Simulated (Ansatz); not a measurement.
Program: Ansatz. Geometries: PBE0-D4/def2-TZVP. ΔE: electronic, gas phase. CBS: MP2 limit from def2 TZ/QZ plus the TZ coupled-cluster correction, frozen cores. This one scheme is used for every species, atoms too. Open shells (•) are unrestricted, without spin–orbit coupling. Spin–orbit coupling would lower the free atoms: a little for C, F, O, Si. Each species was taken in one conformer, which may not be the lowest.

`C[Si](F)(F)C=O` → 2 C• + 2 F• + 4 H• + O• + Si•  (atomization)

```json
{"species": "`C[Si](F)(F)C=O`", "HF/def2-QZVPP energy (Eh)": "-641.07018"}
{"species": "C•", "HF/def2-QZVPP energy (Eh)": "-37.69363"}
{"species": "F•", "HF/def2-QZVPP energy (Eh)": "-99.41589"}
{"species": "H•", "HF/def2-QZVPP energy (Eh)": "-0.49998"}
{"species": "O•", "HF/def2-QZVPP energy (Eh)": "-74.81863"}
{"species": "Si•", "HF/def2-QZVPP energy (Eh)": "-288.85873"}
```

Work out ΔE.

ΔE = 4 × (-0.49998) + 2 × (-37.69363) + 2 × (-99.41589) + (-74.81863) + (-288.85873) − (-641.07018) = 1.17386 Eh = +3082.0 kJ/mol. CCSD(T)/CBS gives +4223.9 kJ/mol.

Largest T1 diagnostic among the species: 0.013.

From PBE to PBE0 (25 % exact exchange), in def2-TZVPP and without D4, ΔE moves by −105.7 kJ/mol: exact exchange takes away binding that semilocal exchange gives to molecules. The D4 term adds +32.7 kJ/mol with B3LYP and +17.1 kJ/mol with PBE0; it sums over pairs of atoms, weighted by their polarisabilities, and B3LYP, whose exchange is more repulsive, gets the larger term. In def2-TZVPP, CCSD(T) changes the Hartree–Fock value by +1034.5 kJ/mol (the triples alone add +69.3 kJ/mol) and MP2 by +1161.8 kJ/mol; breaking electron pairs costs correlation energy, which Hartree–Fock lacks.

B3LYP here is the variant with VWN-RPA as its local correlation; programs differ in this.

For atomizations the MP2-based limit and the directly extrapolated one differ by several kJ/mol either way, and by 10 to 25 for some Ge, Se and Sn compounds, so smaller differences from it don't rank the levels.
